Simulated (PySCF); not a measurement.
## Working out the ionisation energy of Rh

Rh [Kr] 4d8 5s1 (4F) → Rh⁺ [Kr] 4d8 (3F). Computed with PySCF 2.14 in def2-SVP with the def2 core potential (28 electrons) (5s3p2d1f, 31 functions), with scalar relativity through the core potential. Frozen: 4s2 4p6. Energies in hartree (1 hartree = 27.21139 eV):

```
             part   Rh (lower)  Rh⁺ (upper)
              UHF  -109.716916  -109.485123
MP2 opposite-spin    -0.085361    -0.074150
    MP2 same-spin    -0.058942    -0.048040
```

Task: What does Hartree-Fock give?

Result: (-109.485123) − (-109.716916) = 0.231793 hartree = 6.307 eV.

Task: What do MP2 and SCS-MP2 (6/5 opposite-spin, 1/3 same-spin) give?

Result: The opposite-spin parts differ by 0.305 eV and the same-spin parts by 0.297 eV. MP2: 6.307 + (0.305) + (0.297) = 6.909 eV. SCS-MP2: 6.307 + 1.2 × (0.305) + (0.297)/3 = 6.772 eV.

Measured between the centres of the two terms (NIST): 7.479 eV, so MP2 (valence) is off by -0.570 eV.

A double-zeta basis recovers only part of the correlation energy.

What remains against the reference includes basis incompleteness, the frozen core and correlation beyond second order.
